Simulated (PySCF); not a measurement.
N-methyl thienopyrroledione (C7H5NO2S), SMILES CN1C(=O)c2cscc2C1=O. Atoms are numbered in the order given.

```xyz
16

C     -3.1793     0.0077     0.0000
N     -1.7302     0.0024     0.0000
C     -0.9631    -0.0004     1.1834
O     -1.4213    -0.0089     2.3047
C      0.4478     0.0019     0.7120
C      1.7019     0.0011     1.2608
S      2.8948     0.0014     0.0000
C      1.7019     0.0011    -1.2608
C      0.4478     0.0019    -0.7120
C     -0.9631    -0.0004    -1.1834
O     -1.4213    -0.0089    -2.3047
H     -3.5288    -0.5065    -0.9045
H     -3.5288    -0.5065     0.9045
H     -3.5711     1.0375     0.0000
H      2.0002     0.0002     2.3077
H      2.0002     0.0002    -2.3077
```
Charge 0, spin multiplicity 1.

Geometry: TPSSh-D3(BJ)/def2-SVP. The geometry has at least one imaginary mode, so it is a saddle point at that level.

Level of theory: TPSSh-D3(BJ)/def2-SVP run with PySCF.

Frequencies are harmonic and unscaled.

```
mode  ν (cm⁻¹)  IR (km/mol)  moving atoms (share of kinetic energy)
----  --------  -----------  --------------------------------------
1          59i          0.1                                  H 99 %
2          108          4.9          C 57 %, H 17 %, S 15 %, O 11 %
3          158          4.0                  O 53 %, C 23 %, N 19 %
4          164          0.0                  C 61 %, O 25 %, H 13 %
5          243          0.1          C 43 %, O 23 %, S 19 %, H 13 %
6          252          0.3                  N 46 %, C 37 %, H 11 %
7          275          2.9                  O 44 %, C 33 %, H 19 %
8          344         11.2                          O 74 %, S 16 %
9          450          0.4                  C 69 %, H 16 %, S 14 %
10         467         14.0                  C 37 %, S 35 %, N 16 %
11         572         10.0                          C 68 %, O 22 %
12         588          0.0                                  C 92 %
13         604          2.9                          O 50 %, C 40 %
14         725          4.0          C 57 %, S 17 %, O 13 %, H 13 %
15         731          0.0                          H 68 %, C 31 %
16         740         57.3                  C 68 %, H 15 %, N 11 %
17         752         10.7                  C 65 %, S 13 %, O 10 %
18         802          0.0                          C 83 %, H 13 %
19         829         25.6                          H 67 %, C 31 %
20         841         21.3                          C 82 %, H 14 %
21         852          0.3                  C 51 %, H 22 %, S 17 %
22         999         49.5           H 40 %, C 34 %, N 16 %, O 9 %
23        1008          9.1                          C 68 %, H 23 %
24        1115         56.6                                  C 91 %
25        1143          6.2                          H 75 %, C 19 %
26        1163          0.5                          H 70 %, C 30 %
27        1167         26.1                          H 51 %, C 40 %
28        1274         56.7                  N 47 %, H 30 %, C 18 %
29        1393        153.0                  C 47 %, N 34 %, H 18 %
30        1419          9.8                          C 62 %, H 35 %
31        1439        125.0                  H 52 %, C 28 %, N 20 %
32        1482          9.1                                  H 87 %
33        1505         14.9                                  H 96 %
34        1572         99.8                                  C 97 %
35        1616          2.2                                  C 97 %
36        1813        636.0                          C 66 %, O 34 %
37        1855        121.3                          C 68 %, O 32 %
38        3045         34.4                                  H 97 %
39        3134          9.1                           H 91 %, C 9 %
40        3176          0.5                          H 90 %, C 10 %
41        3259          9.3                           H 91 %, C 9 %
42        3261          0.6                           H 91 %, C 9 %
```
